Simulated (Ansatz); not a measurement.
Start from `[CH3][Y]([OH])[OH]` and change one atom or group to get `[OH][Y]([OH])[OH]`.

Ansatz, PBE0-D4/def2-TZVP geometries, multiplicity 1. Each molecule was computed in one conformer, which needn't be the lowest.

Elements past krypton have def2 core potentials.

```json
{"property": "size of the dipole moment (ωB97M-V/def2-TZVPP) / D", "`[CH3][Y]([OH])[OH]`": "2.47"}
{"property": "zero-point energy (PBE0-D4/def2-TZVP) / kJ/mol", "`[CH3][Y]([OH])[OH]`": "151.8"}
{"property": "size of the dipole moment (B3LYP/def2-TZVPP) / D", "`[CH3][Y]([OH])[OH]`": "2.39"}
{"property": "HOMO–LUMO gap (B3LYP/def2-TZVPP) / eV", "`[CH3][Y]([OH])[OH]`": "4.16"}
{"property": "HOMO energy (PBE/def2-TZVPP) / eV", "`[CH3][Y]([OH])[OH]`": "-4.99"}
{"property": "LUMO energy (PBE0/def2-TZVPP) / eV", "`[CH3][Y]([OH])[OH]`": "-1.49"}
```

Problem. Give the same properties after the change, and the shifts. (Best estimate.)

Solution. The calculation gave: 
```tsv
property	`[OH][Y]([OH])[OH]`	shift
size of the dipole moment (ωB97M-V/def2-TZVPP) / D	0.00	-2.47
zero-point energy (PBE0-D4/def2-TZVP) / kJ/mol	97.3	-54.5
size of the dipole moment (B3LYP/def2-TZVPP) / D	0.00	-2.39
HOMO–LUMO gap (B3LYP/def2-TZVPP) / eV	5.98	1.82
HOMO energy (PBE/def2-TZVPP) / eV	-6.27	-1.28
LUMO energy (PBE0/def2-TZVPP) / eV	-1.33	0.16
```

With PBE0 the HOMO falls by 1.69 eV and the LUMO rises by 0.16 eV, so the gap widens by about 1.85 eV. PBE moves the HOMO by -1.28 eV and ωB97M-V by -1.89 eV. The zero-point energy changes by -54.5 kJ/mol with -6 modes.

B3LYP here is the variant with VWN-RPA as its local correlation; programs differ in this.
